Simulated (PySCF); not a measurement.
difluoro(silyl)silane (F2H4Si2), SMILES F[SiH](F)[SiH3].

Geometry optimised at TPSSh-D3(BJ)/def2-SVP.

Level of theory: TPSSh-D3(BJ)/def2-SVP (PySCF).

Frequencies are harmonic and unscaled.

Computed vibrational spectrum:
| mode | ν (cm⁻¹) | IR (km/mol) | Raman (Å⁴/amu) | depolarisation | moving atoms (share of kinetic energy) |
|---|---|---|---|---|---|
| 1 | 97 | 0.0 | 0.0 | – | H 93 % |
| 2 | 133 | 2.2 | 0.5 | 0.75 | F 62 %, Si 25 %, H 13 % |
| 3 | 192 | 16.2 | 0.4 | 0.47 | F 44 %, Si 37 %, H 19 % |
| 4 | 301 | 24.2 | 1.3 | 0.49 | F 68 %, Si 25 % |
| 5 | 422 | 3.0 | 16.5 | 0.23 | Si 66 %, H 24 %, F 10 % |
| 6 | 518 | 21.0 | 10.7 | 0.75 | H 83 %, Si 13 % |
| 7 | 541 | 29.1 | 9.5 | 0.60 | H 63 %, Si 34 % |
| 8 | 819 | 205.5 | 8.9 | 0.75 | H 79 %, F 15 % |
| 9 | 828 | 5.7 | 12.9 | 0.75 | H 85 %, F 15 % |
| 10 | 843 | 288.5 | 3.1 | 0.23 | F 41 %, H 32 %, Si 27 % |
| 11 | 915 | 8.9 | 8.2 | 0.68 | H 67 %, Si 22 %, F 11 % |
| 12 | 932 | 3.4 | 20.2 | 0.75 | H 67 %, Si 17 %, F 15 % |
| 13 | 946 | 52.8 | 26.4 | 0.75 | H 97 % |
| 14 | 959 | 191.7 | 5.4 | 0.75 | H 39 %, Si 34 %, F 27 % |
| 15 | 2249 | 50.2 | 197.1 | 0.05 | H 99 % |
| 16 | 2260 | 86.6 | 101.2 | 0.75 | H 96 % |
| 17 | 2266 | 58.2 | 145.4 | 0.56 | H 96 % |
| 18 | 2289 | 155.1 | 185.5 | 0.15 | H 97 % |
